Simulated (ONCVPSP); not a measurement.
PBE ONCV dataset for europium, fully relativistic all-electron reference.

ONCVPSP 4.0.1 input, shortened (lines: element, Z, core and valence counts, functional; n l f; lmax; l rc ep ncon nbas qcut; lloc lpopt rc5 dvloc0; l nproj debl; icmod fcfact rcfact), PBE, fully relativistic:

```
  Eu 63.00   10    4        4      upf
    1    0    2.00
    2    0    2.00
    2    1    6.00
    3    0    2.00
    3    1    6.00
    3    2   10.00
    4    0    2.00
    4    1    6.00
    4    2   10.00
    4    3    6.00
    5    0    2.00
    5    1    6.00
    5    2    1.00
    6    0    2.00
    2
    0    2.45    0.00    3    6    5.60
    1    2.45    0.00    4    9    7.10
    2    3.10    0.00    4    9    4.00
    4    3    2.15    1.00
    0    3    2.50
    1    2    0.40
    2    1    1.00
    1    0.20    0.00
```

Open shells are filled in proportion to 2j + 1.

In the p channel the program set the typed energies aside and used -0.934, 0.250 Ha (j = l + 1/2; the other j can differ).

All-electron outer shells of the reference configuration (PBE, scalar-relativistic, ld1.x):

| shell | level (eV) | outermost node (bohr) | outermost maximum (bohr) |
| --- | --- | --- | --- |
| 5s | -48.22 | 0.67 | 1.21 |
| 5p | -26.63 | 0.72 | 1.38 |
| 4f | -8.36 | – | 0.59 |
| 6s | -4.06 | 1.63 | 3.43 |
| 5d | -2.64 | 0.81 | 1.98 |

Question: Estimate the cutoffs (Ha) at which the residual kinetic energy of the hardest occupied pseudo-wave falls to 1 and 0.1 mHa per electron.

Answer: 11 Ha and 15 Ha.

Question: Does the potential have ghost states?

Answer: No bound ghost flagged; no localised positive-energy state flagged.

Its largest configuration-test error is -517 meV (5s1 5p6 5d1 6s2). 1 of 4 tests not solved or not reliable.
